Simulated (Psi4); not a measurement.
Interaction energy of H2 ··· BCl3 (SMILES [H][H] and ClB(Cl)Cl). Monomers: optimised at B3LYP-D3(BJ) (def2-TZVP), held rigid. Orientation: lowest of the rigid-body minima from ten starts at GFN2-xTB. R is the distance of the centres of mass, along which the second monomer moves.

Calculation: SAPT0/jun-cc-pVDZ, frozen core run with Psi4 1.11.

Components in kJ/mol:

| R / Å | electrostatics | exchange | induction | dispersion | total |
|---|---|---|---|---|---|
| 2.57 | -2.59 | 36.44 | -7.53 | -10.27 | 16.05 |
| 2.90 | 0.33 | 13.53 | -2.57 | -5.68 | 5.61 |
| 2.96 | 0.56 | 11.25 | -2.11 | -5.12 | 4.58 |
| 3.23 | 1.00 | 4.84 | -0.89 | -3.24 | 1.71 |
| 3.40 | 1.01 | 2.81 | -0.52 | -2.45 | 0.85 |
| 3.55 | 0.94 | 1.73 | -0.33 | -1.93 | 0.42 |
| 3.85 | 0.74 | 0.65 | -0.13 | -1.22 | 0.04 |
| 4.30 | 0.46 | 0.14 | -0.04 | -0.64 | -0.07 |
| 4.68 | 0.30 | 0.04 | -0.02 | -0.39 | -0.06 |
| 5.45 | 0.14 | 0.00 | 0.00 | -0.16 | -0.02 |
| 6.41 | 0.06 | 0.00 | 0.00 | -0.06 | 0.00 |
| 7.68 | 0.02 | 0.00 | 0.00 | -0.02 | 0.00 |
